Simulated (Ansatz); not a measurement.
OSe, charge +1, quartet, at a GFN2-xTB geometry of the parent state (a state made from the parent by changing its charge; the spin is typed, not shown lowest); HF/6-31G (Ansatz, a program for electronic structure).

The Ansatz input:
Ansatz 0.2 input:
```yaml
crystal:
  periodic: [false, false, false]
  atoms:
    - {symbol: O, position_ang: [-0.00000000, -0.00000000, -1.29850896]}
    - {symbol: Se, position_ang: [0.00000000, 0.00000000, 0.30553152]}
basis:
  gaussian:
    orbitals: 6-31G
hamiltonian:
  xc: hf
total_charge: 1
magnetization: {spin_polarized: true, initial_magnetization: 3}
```

**Question.** Write the output that Ansatz gives for this input, abridged.

**Answer.** 
```
Functional definition: HF
330 factors; integrals over basis functions are off by at most 7.3e-4 eV
mean field evaluation 1: about -67308.3127 eV, gradient 3.7e1 eV
mean field evaluation 2: about -67308.3588 eV, gradient 3.7e1 eV
mean field evaluation 4: about -67315.0765 eV, gradient 3.7e0 eV
mean field evaluation 8: about -67315.4171 eV, gradient 5.9e-1 eV
mean field evaluation 16: about -67315.4274 eV, gradient 6.8e-3 eV
mean field evaluation 32: about -67314.9631 eV, gradient 5.3e0 eV
mean field evaluation 64: about -67315.4397 eV, gradient 7.6e-1 eV
mean field evaluation 96: about -67316.8660 eV, gradient 1.3e0 eV
mean field evaluation 128: about -67315.4274 eV, gradient 1.8e-2 eV
mean field -67316.89029338 eV, -2473.8500892547 hartree, gradient 3.0e-5 eV, S^2 3.766442; 4 other end points of the search recorded, 0 dependent functions left out
reference -67316.89029338 eV, -2473.8500892547 hartree; 22, 19 occupied and 16, 19 virtual orbitals, 330 factors
Total energy: -67316.89029338 eV, -2473.8500892547 hartree
```
